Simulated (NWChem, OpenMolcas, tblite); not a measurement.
## CH4F2OSi (SMILES C[Si](O)(F)F): the vertical ionisation energy, rung by rung

CH4F2OSi: 9 atoms, total charge 0, spin state singlet. SMILES: `C[Si](O)(F)F`. The coordinates come from a PBE0-D4/def2-TZVP relaxation. This is one conformer, not always the lowest.

Each level gives the vertical ionisation energy (to the doublet cation) (eV). The values are calculated.

| level | kind | program | value (eV) | CPU time (all runs) |
| --- | --- | --- | --- | --- |
| GFN1-xTB | semi-empirical | tblite | 15.80 | under 2 s |
| HF/cc-pVDZ | Hartree–Fock | OpenMolcas | 12.12 | 30 s |
| revPBE/cc-pVDZ | GGA | OpenMolcas | 11.46 | 6.3 min |
| M06-L/cc-pVDZ | meta-GGA | OpenMolcas | 11.86 | 7.2 min |
| BHLYP/cc-pVDZ | global hybrid | OpenMolcas | 12.67 | 2.9 min |
| PBE0/cc-pVDZ | global hybrid | OpenMolcas | 12.22 | 3 min |
| MP2/cc-pVDZ | perturbation theory | NWChem | 12.62 | 6.6 min |

The values span 11.46 to 15.80 eV. The xTB values lack the empirical shift that such differences need. CPU times are rough (shared hosts, several kinds of processor and program).
